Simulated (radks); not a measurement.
Fractional charge and spin in the 5p shell of erbium: the spin-up occupation runs from 2 to 3 and the spin-down occupation from 2 to 3; the fullest corner is Er+, [Kr] 4d10 4f(up 6, down 6) 5s2 6s(up 0.5, down 0.5) 5p(up 3, down 3). Method: scalar-relativistic Kohn-Sham, BLYP, spin-polarised, spherical densities, point nucleus; computed with a radial shooting solver on a logarithmic mesh with Libxc functionals. Energy (eV) above the fullest corner. The planes named below are the two flat planes that join the four corners, with an edge along up + down = one added electron.

down \ up       2    2.25     2.5    2.75       3
2          91.083  76.766  63.284  50.626  38.782
2.25       76.766  63.338  50.732  38.937  27.939
2.5        63.284  50.732  38.989  28.040  17.872
2.75       50.626  38.937  28.040  17.922   8.565
3          38.782  27.939  17.872   8.565   0.000

Corners above the fullest one (they belong to Er2+ and the next ion): (up 3, down 2) 38.782 eV, (up 2, down 3) 38.782 eV, (up 2, down 2) 91.083 eV. With half an added electron in each spin the energy lies 0.207 eV from the planes, and with half an added electron in spin up alone -1.649 eV. The planes are only a guide here: the flat-plane condition holds for ground states with one frontier orbital, while this shell lies below other occupied shells, so the corners above the fullest one are inner-hole states and not the ground states of those ions.
